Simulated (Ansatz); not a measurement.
Reactions of CH$_{7}$BSSi, SMILES `BS[SiH2]C`.

Program: Ansatz. Geometries: PBE0-D4/def2-TZVP. ΔE: electronic, gas phase. CCSD(T)/CBS adds triple-zeta CCSD(T) − MP2 to the extrapolated MP2 energy (def2 sets, frozen cores). This one scheme is used for every species. def2 core potentials past Kr. For Br, In, Sn outer-core shells are correlated without core-valence functions, which leaves a few kJ/mol of doubt a bond. Scalar relativity is left out up to krypton. Each species was taken in one conformer, which may not be the lowest.

Q: Order these by ΔE at CCSD(T)/CBS, lowest first. (Estimate.)
A. `BS[SiH2]C` + `[SiH3]Br` → `C[SiH2][SiH2]Br` + `BS`
B. `BS[SiH2]C` + `[OH][InH][Br]` → `C[O][InH][Br]` + `BS[SiH3]`
C. `BS[SiH2]C` + H₂ → `C[SiH3]` + `BS`
D. `BS[SiH2]C` + `[SnH4]` → `C[SiH2][SnH3]` + `BS`
E. `BS[SiH2]C` + `N[PH][AlH2]` → `C[SiH2]N[PH][AlH2]` + `BS`
F. `BS[SiH2]C` + HBr → `C[SiH2]Br` + `BS`

A: F (-11.0 kcal/mol), E (-0.9 kcal/mol), D (+5.9 kcal/mol), C (+8.6 kcal/mol), A (+12.3 kcal/mol), B (+24.3 kcal/mol).

Largest T1 diagnostic: 0.015, for `BS`.
